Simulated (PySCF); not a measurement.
H₄STi, SMILES [SH][TiH3], multiplicity 1.

Geometry: ωB97X-D3(BJ)/def2-TZVP. The multiplicity is an assumed one; other spin states were not compared.

Two levels are set side by side: TDA-PBE/def2-TZVPD (PySCF) and TDA-B3LYP/def2-TZVPD (PySCF). Vertical, same geometry. The lowest singlet is HOMO→LUMO 99 % with PBE and HOMO−1→LUMO 90 % with the other functional; states are paired by order. Differences are taken from unrounded values.

| quantity | TDA-B3LYP |
|---|---|
| lowest singlet excitation (eV) | 3.34 |
| lowest triplet excitation (TDA) (eV) | 2.99 |

Question: What does TDA-PBE give, and how far is it from TDA-B3LYP? (The exact figures need the calculation; the answer reports its results.)

Answer: 
```csv
quantity,TDA-PBE,TDA-PBE minus TDA-B3LYP
lowest singlet excitation (eV),3.05,-0.30
lowest triplet excitation (TDA) (eV),2.74,-0.25
```

A lower first singlet is the usual sign of a functional without exact exchange. Differences between two approximate levels are no errors against the true value.

Rough cost on one machine, each run with all the roots and properties that it gave: TDA-B3LYP against TDA-PBE within a factor of 2.
